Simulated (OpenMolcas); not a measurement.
Computed levels of 3d3 in ions with 21 electrons, in cm-1 above 4F 3/2.

| Item | Value |
| --- | --- |
| Program | OpenMolcas 26.06 |
| Method | CASSCF |
| Basis | ANO-RCC-VQZP |
| Scalar Hamiltonian | DKH2, point nucleus |
| Spin-orbit coupling | RASSI with atomic mean-field integrals over the reference wave functions, term energies averaged over their components |

Active space for each ion: 3 electrons in 10 orbitals (3d 4d).

| Level | Mn4+ | Fe5+ | Ni7+ |
| --- | --- | --- | --- |
| 4F 5/2 | 363 | 519 | 945 |
| 4F 7/2 | 857 | 1221 | 2202 |
| 4F 9/2 | 1471 | 2086 | 3719 |
| 4P 1/2 | 20188 | 22806 | 27996 |
| 4P 3/2 | 20344 | 23005 | 28262 |
| 2G 7/2 | 20556 | 23356 | 28999 |
| 4P 5/2 | 20785 | 23656 | 29530 |
| 2G 9/2 | 21073 | 24065 | 30168 |
| 2H 9/2 | 27169 | 30879 | 38389 |

**Question.** Estimate 4F 9/2, 4P 1/2, 4P 3/2 for Co6+ from its neighbours Fe5+ and Ni7+.

**Answer.** 4F 9/2 is fine structure, which grows about as the fourth power of a screened charge, so the fourth roots are averaged: ((2086^0.25 + 3719^0.25) / 2)^4 = 2815. The calculation gives 2882, so the estimate is off by -2.3 %; the measured value is 2723 (Sugar and Corliss, J. Phys. Chem. Ref. Data 10, 1097 (1981)).
4P 1/2 is another term, which grows about linearly with the charge: (22806 + 27996) / 2 = 25401. The calculation gives 25279, so the estimate is off by +0.5 %; the measured value is 21096 (Sugar and Corliss, J. Phys. Chem. Ref. Data 10, 1097 (1981)).
4P 3/2 is another term, which grows about linearly with the charge: (23005 + 28262) / 2 = 25634. The calculation gives 25517, so the estimate is off by +0.5 %; the measured value is 21304 (Sugar and Corliss, J. Phys. Chem. Ref. Data 10, 1097 (1981)).

Without dynamic correlation excited terms often stand tens of per cent too high (terms of higher spin than the ground term too low), and those without a measured partner can miss by more than the paired ones. Active for correlation alone: 4d; no level in the range computed is led by a configuration that fills it, so any true level of that kind is missing. Computed and measured levels are paired by configuration, term and J; levels that our copy of the source lacks, or whose pairing is in doubt (as where it misses far off the trend of its configuration), stay unpaired and out of the deviations. Only configurations of the active space appear.
